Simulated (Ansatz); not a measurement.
`[CH3][Mo]([OH])(=[S])=[S]` and `[CH3][W]([OH])(=[S])=[S]` differ in one element.

Ansatz, PBE0-D4/def2-TZVP geometries, multiplicity 1. Each molecule was computed in one conformer, which needn't be the lowest.

Elements past krypton have def2 core potentials.

```
                                      property  `[CH3][Mo]([OH])(=[S])=[S]`
           HOMO energy (B3LYP/def2-TZVPP) / eV                        -7.00
           HOMO–LUMO gap (PBE/def2-TZVPP) / eV                         2.47
            LUMO energy (PBE0/def2-TZVPP) / eV                        -2.98
size of the dipole moment (PBE/def2-TZVPP) / D                         2.63
zero-point energy (PBE0-D4/def2-TZVP) / kJ/mol                        138.1
             HOMO energy (PBE/def2-TZVPP) / eV                        -6.15
```

Task: Give the same properties after the change, and the shifts. (Estimate.)

Result: The calculation gave: 
```json
{"property": "HOMO energy (B3LYP/def2-TZVPP) / eV", "`[CH3][W]([OH])(=[S])=[S]`": "-6.95", "shift": "0.05"}
{"property": "HOMO–LUMO gap (PBE/def2-TZVPP) / eV", "`[CH3][W]([OH])(=[S])=[S]`": "2.83", "shift": "0.36"}
{"property": "LUMO energy (PBE0/def2-TZVPP) / eV", "`[CH3][W]([OH])(=[S])=[S]`": "-2.54", "shift": "0.44"}
{"property": "size of the dipole moment (PBE/def2-TZVPP) / D", "`[CH3][W]([OH])(=[S])=[S]`": "3.04", "shift": "0.41"}
{"property": "zero-point energy (PBE0-D4/def2-TZVP) / kJ/mol", "`[CH3][W]([OH])(=[S])=[S]`": "137.7", "shift": "-0.4"}
{"property": "HOMO energy (PBE/def2-TZVPP) / eV", "`[CH3][W]([OH])(=[S])=[S]`": "-6.10", "shift": "0.05"}
```

Dipoles are sizes alone; their direction can turn.

B3LYP here is the variant with VWN-RPA as its local correlation; programs differ in this.
